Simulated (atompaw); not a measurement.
## How hard is this lithium PAW (atompaw) potential?

atompaw 4.2.0.5 input, output lines left out:

```
Li 3
GGA-PBESOL scalarrelativistic loggrid 1500 logderivrange -2 5 176
2 2 0 0 0 0
2 0 1
2 1 0
0 0 0
c
v
v
1
3.00 2.30 2.60 2.95
y
1.15
n
y
0.55
n
modrrkj vanderbiltortho sinc
bessel
3.00
3.00
3.00
3.00
```

The pseudo-atom Hamiltonian at the reference potential is diagonalised in spherical Bessel functions j_l(qr) that vanish at 20 bohr, with q² up to the cutoff. All-electron valence levels (Ry): 2s -0.2074, 2p -0.0776.

How do the lowest levels (Ry) of each channel move with the cutoff, and are there ghosts?

```json
{"cutoff (Ry)": "8", "s #1": "-0.2074", "p #1": "-0.0775", "p #2": "0.0399", "d #1": "0.0454", "f #1": "0.0988", "Σ f·Δε (mRy)": "0.0"}
{"cutoff (Ry)": "10", "s #1": "-0.2074", "p #1": "-0.0775", "p #2": "0.0398", "d #1": "0.0454", "f #1": "0.0988", "Σ f·Δε (mRy)": "0.0"}
{"cutoff (Ry)": "400", "s #1": "-0.2074", "p #1": "-0.0775", "p #2": "0.0397", "d #1": "0.0454", "f #1": "0.0988", "Σ f·Δε (mRy)": "0.0"}
```

Result: no extra level below or beside the all-electron valence levels (s, p, d, f tested); 10 mRy is reached at 6 Ry and 1 mRy at 6 Ry.
